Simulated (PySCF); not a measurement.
## UHF on Al (aluminium, neutral)

Configuration: [Ne] 3s2 3p1, 2P determinant. Computed with PySCF 2.14 in cc-pVDZ-DK (4s3p1d, 18 functions), with scalar relativity by spin-free X2C-1e.

- Total energy: -242.308433 hartree
- One-electron energy: -337.2550 hartree
- Hartree (Coulomb) energy: 113.0913 hartree
- Exchange energy: -18.1448 hartree
- ⟨S²⟩: 0.7644
- ⟨L²⟩: 2.043
- Sum of ⟨r⟩: 13.64 bohr
- Sum of ⟨r²⟩: 32.77 bohr²
- Traceless quadrupole moment −½Σ⟨3z² − r²⟩ along its main axis: -5.42 e·bohr²
- Langevin diamagnetic susceptibility: -26.0 ×10⁻⁶ cm³/mol
- Time after the integrals: 0.09 s of wall time on 1 thread of Neoverse-N1 (shared host)

| shell | electrons | mean orbital energy (eV) | spread (eV) | rms radius, mean of both spins (bohr) |
| --- | --- | --- | --- | --- |
| 1s α | 1 | -1595.1 | 0 | 0.139 |
| 1s β | 1 | -1595.0 | 0 | 0.139 |
| 2s α | 1 | -134.05 | 0 | 0.676 |
| 2s β | 1 | -133.96 | 0 | 0.676 |
| 2p α | 3 | -87.512 | 0.155 | 0.674 |
| 2p β | 3 | -87.337 | 0.261 | 0.674 |
| 3s α | 1 | -11.575 | 0 | 2.80 |
| 3s β | 1 | -9.883 | 0 | 2.80 |
| 3p α | 1 | -5.870 | 0 | 3.66 |

Densities and radii are taken from the X2C orbitals without a picture-change correction, which distorts them close to the nucleus.
